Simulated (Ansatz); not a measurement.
A set of 12 reactions (ligand exchange), with CCSD(T)/CBS values in kJ/mol:

```
                                                                             reaction      ΔE
`O[SiH]1C=C1[SiH3]` + `O[SiH2][NH][AlH2]` → `[AlH2][NH][SiH2]O[SiH3]` + `O[SiH]1C=C1`   -87.9
         `[SiH3]C1=C[SiH2]O1` + `[F][AlH][SH]` → `[F][AlH][S][SiH3]` + `C1=C[SiH2]O1`   -59.2
                                              `[OH][InH2]` + HCl → `[Cl][InH2]` + H₂O   -91.2
                              `NC#C[SiH2][SiH3]` + `CBO` → `CBO[SiH2][SiH3]` + `C#CN`   -26.9
                           `B[Si](F)(Cl)O[SiH3]` + `BO` → `BOB` + `F[SiH](Cl)O[SiH3]`  -133.5
                                  `[SiH3]C[SiH]1CO1` + H₂S → `S[SiH]1CO1` + `C[SiH3]`   -52.3
                                    `CC(F)S[SiH3]` + `OBCl` → `[SiH3]OBCl` + `CC(F)S`   -33.9
                                           `F[CH2][ZnH]` + CH₃SH → `C[S][ZnH]` + `CF`  -125.7
                                                `OBS[SiH3]` + H₂S → `OBS` + `[SiH3]S`    -3.1
                            `BC#N` + `Cl[SiH]1N[SiH2]1` → `BN1[SiH2][SiH]1Cl` + `C#N`   -67.9
                                    `C[Si](O)(F)[SiH3]` + NH₃ → `C[Si](N)(O)F` + SiH₄   -85.9
                                   `N=[C](F)[AlH2]` + `NCN` → `NC[NH][AlH2]` + `N=CF`   -98.5
```

Isolated molecules relaxed with PBE0-D4/def2-TZVP in Ansatz; ΔE leaves out vibrations. CCSD(T)/CBS is the MP2 limit (def2-TZVPP, def2-QZVPP) plus CCSD(T) − MP2 in def2-TZVPP, frozen cores. This one scheme is used for every species. Functionals use def2-TZVPP. B3LYP here is the variant with VWN-RPA as its local correlation; programs differ in this. def2 core potentials past Kr. For In, Zn outer-core shells are correlated without core-valence functions, which leaves a few kJ/mol of doubt a bond. Scalar relativity is left out up to krypton. One conformer a species, not always the lowest.

(1) Give the mean, mean absolute and largest difference (level minus CCSD(T)/CBS, kJ/mol) for: r2SCAN-D4, PBE0-D4, B3LYP-D4, ωB97X-V, ωB97M-V, B2PLYP, PBE, B3LYP, HF/def2-TZVPP, MP2/def2-TZVPP, SCS-MP2/def2-TZVPP, CCSD/def2-TZVPP, MP2/def2-QZVPP, HF/CBS(def2). (Estimate.)

The largest T1 diagnostic in the set is 0.017, for `[OH][InH2]` (customary mark 0.02).

CCSD(T)/CBS is a level of theory with its own doubt, and the functionals carry their triple-zeta basis error, so these figures describe this set and don't rank the functionals.

Answers

(1) Computed: 
```csv
level,mean,mean absolute,largest
r2SCAN-D4,1.7,3.5,8.4
PBE0-D4,3.9,5.9,11.8
B3LYP-D4,0.7,1.5,4.8
ωB97X-V,0.9,1.7,6.0
ωB97M-V,0.0,1.9,6.8
B2PLYP,-0.8,3.2,-4.5
PBE,8.2,9.7,18.4
B3LYP,0.4,3.6,7.1
HF/def2-TZVPP,-11.0,12.2,-20.6
MP2/def2-TZVPP,-1.6,2.6,-7.6
SCS-MP2/def2-TZVPP,-2.4,3.6,-8.9
CCSD/def2-TZVPP,-1.1,2.6,-4.9
MP2/def2-QZVPP,-2.1,2.7,-7.1
HF/CBS(def2),-11.7,13.0,-22.8
```
